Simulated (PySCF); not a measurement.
quinoxaline (C8H6N2), SMILES n1c2ccccc2ncc1.

The structure is a stationary point at B3LYP-D3(BJ)/def2-SVP.

Calculation: ωB97X/def2-SVP (PySCF).

Symmetry labels are those of the subgroup C2v that the program uses (full group C2v).

Q: List the valence orbital energies around the gap with their symmetry. (An estimate is asked for; the answer gives what the named calculation found.)

A: 
```csv
orbital,symmetry,energy (eV)
HOMO−7,A1,-12.91
HOMO−6,B2,-12.90
HOMO−5,B1,-12.75
HOMO−4,A2,-12.29
HOMO−3,B2,-11.46
HOMO−2,B1,-9.60
HOMO−1,A1,-9.57
HOMO,A2,-9.26
LUMO,B1,-0.04
LUMO+1,A2,1.20
LUMO+2,B1,2.43
LUMO+3,A1,4.21
```
